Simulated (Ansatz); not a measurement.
`BOBF` + `C=N[SiH2][GeH3]` → `B[SiH2]N=C` + `FB[O][GeH3]`  (redistribution)

Gas-phase electronic energies from Ansatz, PBE0-D4/def2-TZVP geometries. CBS: MP2 limit from def2 TZ/QZ plus the TZ coupled-cluster correction, frozen cores. Functionals use def2-TZVPP. B3LYP here is the variant with VWN-RPA as its local correlation; programs differ in this. For Ge outer-core shells are correlated without core-valence functions, which leaves a few kJ/mol of doubt a bond. Scalar relativity is left out up to krypton. Each species was taken in one conformer, which may not be the lowest.

```json
{"level": "PBE-D4", "ΔE (kJ/mol)": "132.4"}
{"level": "PBE", "ΔE (kJ/mol)": "131.3"}
{"level": "r2SCAN", "ΔE (kJ/mol)": "130.2"}
{"level": "B3LYP", "ΔE (kJ/mol)": "129.5"}
{"level": "MP2/def2-TZVPP", "ΔE (kJ/mol)": "128.5"}
{"level": "MP2/def2-QZVPP", "ΔE (kJ/mol)": "131.1"}
{"level": "MP2/CBS(def2)", "ΔE (kJ/mol)": "133.3"}
{"level": "CCSD/CBS(def2)", "ΔE (kJ/mol)": "129.1"}
```

(1) What does CCSD(T)/CBS give? (Best estimate.)

Largest T1 diagnostic among the species: 0.013.

Results:

(1) Computed: +130.1 kJ/mol. The listed levels differ from it by 2.3, 1.2, 0.1, -0.6, -1.6, 1.0, 3.2, -1.0 kJ/mol.

In def2-TZVPP, CCSD(T) changes the Hartree–Fock value by +5.1 kJ/mol (the triples alone add +0.9 kJ/mol) and MP2 by +8.3 kJ/mol.
